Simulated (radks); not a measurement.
All-electron atom: Ge2+ in [Ar] 3d7.5 4s2 4p2.5 (fractional occupations, a model configuration). Method: Dirac Kohn-Sham, LDA (Slater exchange, Perdew-Wang correlation), spin-unpolarised, spherical densities, point nucleus; open shells are shared between the two j in proportion to 2j + 1; computed with a radial shooting solver on a logarithmic mesh with Libxc functionals. Some entries of the table are withheld. Estimate them.

orbital,occ.,eigenvalue (hartree),<r> (bohr)
1s1/2,2,-403.9357,(1)
2s1/2,2,(2),0.2101
2p1/2,2,-46.87482,(3)
2p3/2,4,-45.70721,(4)
3s1/2,2,-7.99280,(5)
3p1/2,2,-6.16119,0.6217
3p3/2,4,-5.99372,0.6313
3d3/2,3,-2.86505,0.6577
3d5/2,4.5,-2.83968,0.6613
4s1/2,2,-1.37988,1.733
4p1/2,0.833333,(6),1.986
4p3/2,1.66667,(7),2.013

Answer. 
(1) 1s1/2 <r> (bohr): 0.04707
(2) 2s1/2 eigenvalue (hartree): -52.39544
(3) 2p1/2 <r> (bohr): 0.1814
(4) 2p3/2 <r> (bohr): 0.1850
(5) 3s1/2 <r> (bohr): 0.6129
(6) 4p1/2 eigenvalue (hartree): -0.96914
(7) 4p3/2 eigenvalue (hartree): -0.95173
